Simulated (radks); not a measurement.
Values are calculated unless marked as measured or tabulated.
Charge is removed step by step from the 4d5/2 level of the thallium ion Tl26+, starting from [Kr] 4d(3/2: 4, 5/2: 6) 4f9. Code: a radial shooting solver on a logarithmic mesh with Libxc functionals. Model: Dirac Kohn-Sham, PBEsol, spin-unpolarised, spherical densities, finite nucleus; open shells fill j = l - 1/2 first; Fermi nuclear charge, rms radius 5.4759 fm.

removed (e)  E - E(0) (eV)  eigenvalue (eV)  E minus straight line (eV)
0                    0.000          -1098.8                       0.000
0.1                 110.14          -1103.9                      -2.304
0.2                 220.78          -1109.0                      -4.097
0.3                 331.94          -1114.1                      -5.380
0.4                 443.61          -1119.2                      -6.151
0.5                 555.79          -1124.4                      -6.411
0.6                 668.48          -1129.5                      -6.157
0.7                 781.69          -1134.6                      -5.390
0.8                 895.41          -1139.8                      -4.108
0.9                 1009.6          -1144.9                      -2.312
1                   1124.4          -1150.1                       0.000

Removing the whole electron costs 1124.4 eV by Delta-SCF, against 1098.8 eV from minus the eigenvalue at the starting occupation. Slater's transition state (half an electron removed) gives 1124.4 eV. Integrating minus the eigenvalue over the occupation (Janak's theorem) gives 1124.4 eV. The mean slope of the eigenvalue, de/dn, is 51.3 eV per electron.
